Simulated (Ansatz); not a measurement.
The same atomization along the group O, S, Te.

Program: Ansatz. Geometries: PBE0-D4/def2-TZVP. ΔE: electronic, gas phase. CCSD(T)/CBS adds triple-zeta CCSD(T) − MP2 to the extrapolated MP2 energy (def2 sets, frozen cores). This one scheme is used for every species, atoms too. DFT in def2-TZVPP. B3LYP here is the variant with VWN-RPA as its local correlation; programs differ in this. No spin–orbit coupling; open shells (•) take unrestricted orbitals. Spin–orbit coupling would lower the free atoms: a little for C, F, O, S, Si; strongly for Te. Elements past krypton have def2 core potentials. Bonds to Te are less sure, by a few kJ/mol each and by 10 to 20 or more in all where they break to atoms, as the def2 sets lack core-valence functions. Each species was taken in one conformer, which may not be the lowest.

```
                                    reaction  CCSD(T)/CBS(def2) (kcal/mol)
     `OC[SiH2]F` → C• + F• + 5 H• + Si• + O•                         779.4
     `F[SiH2]CS` → C• + F• + 5 H• + Si• + S•                         744.5
`F[SiH2]C[TeH]` → C• + F• + 5 H• + Si• + Te•                             ?
```

**Question.** Fill in the missing values. (Best estimate.)

**Answer.** The calculation gave: `F[SiH2]C[TeH]` → C• + F• + 5 H• + Si• + Te•: +714.1 kcal/mol.

Largest T1 diagnostic: 0.012, for Si•.

For atomizations the MP2-based limit and the directly extrapolated one differ by several kJ/mol either way, and by 10 to 25 for some Ge, Se and Sn compounds, so smaller differences from it don't rank the levels.
